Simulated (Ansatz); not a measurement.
A run for Ansatz (a quantum-chemistry and plane-wave program): U-HF/def2-TZVPP on C3H3 (SMILES [C]#CC), 2S+1 = 2, atoms moved off the minimum.

Ansatz 0.2 input:
```yaml
crystal:
  periodic: [false, false, false]
  atoms:
    - {symbol: C, position_ang: [1.57521624, -0.07371723, 0.16266026]}
    - {symbol: C, position_ang: [0.29995707, 0.05818574, -0.18697552]}
    - {symbol: C, position_ang: [-1.10303003, 0.03524410, -0.05990851]}
    - {symbol: H, position_ang: [-1.52941090, -0.71591303, -0.77503084]}
    - {symbol: H, position_ang: [-1.43900732, -0.28224864, 0.93225054]}
    - {symbol: H, position_ang: [-1.54057602, 0.99660987, -0.27601893]}
basis:
  gaussian:
    orbitals: def2-TZVPP
hamiltonian:
  xc: {name: HF}
magnetization: {spin_polarized: true, initial_magnetization: 1}
output: {forces: true}
```

The log:

```
WARN ansatz: RAYON_NUM_THREADS=1 ignored (pool sized by the plan → 1); use --threads N
Functional definition: HF
integrals: 0.03 GiB planned
876 factors; their error is unknown
mean field: 0.32 GiB planned
mean field evaluation 1: about -3133.1422 eV, gradient 1.6e1 eV
mean field evaluation 2: about -3134.8640 eV, gradient 5.3e0 eV
mean field evaluation 4: about -3135.2071 eV, gradient 1.3e0 eV
mean field evaluation 8: about -3135.2765 eV, gradient 2.5e-1 eV
mean field evaluation 16: about -3135.2966 eV, gradient 1.1e-1 eV
mean field evaluation 32: about -3135.3500 eV, gradient 1.2e-5 eV
mean field evaluation 64: about -3135.2670 eV, gradient 4.8e-2 eV
mean field evaluation 96: about -3135.1041 eV, gradient 1.3e0 eV
mean field evaluation 128: about -3126.0320 eV, gradient 1.4e1 eV
mean field evaluation 160: about -3135.1394 eV, gradient 1.2e0 eV
mean field evaluation 192: about -3134.0406 eV, gradient 5.8e-1 eV
mean field evaluation 224: about -3135.2762 eV, gradient 2.6e-1 eV
mean field -3135.35003940 eV, -115.2219887315 hartree, gradient 1.7e-7 eV, S^2 0.934138; 2 other end points of the search recorded, 0 dependent functions left out
the calculation of the forces begins
reference -3135.35003940 eV, -115.2219887315 hartree; 11, 10 occupied and 124, 125 virtual orbitals, 876 factors
Total energy: -3135.35003940 eV, -115.2219887315 hartree
Atom 0 at     1.575216    -0.073717     0.162660 Å, force    -3.871585     0.481932    -1.225921 eV/Å
Atom 1 at     0.299957     0.058186    -0.186976 Å, force     6.029498    -0.536843     1.450168 eV/Å
Atom 2 at    -1.103030     0.035244    -0.059909 Å, force    -2.741777    -1.069451    -0.693952 eV/Å
Atom 3 at    -1.529411    -0.715913    -0.775031 Å, force     0.333159     0.817427     0.673147 eV/Å
Atom 4 at    -1.439007    -0.282249     0.932251 Å, force     0.374639     0.168529    -0.205330 eV/Å
Atom 5 at    -1.540576     0.996610    -0.276019 Å, force    -0.123933     0.138405     0.001888 eV/Å
Dipole moment:    -0.706689     0.024552    -0.104930 e Å
```

Self-consistency was reached. Its determinant has ⟨S²⟩ = 0.93, a mixture of spin states.

Cost: very roughly 9 core-seconds.
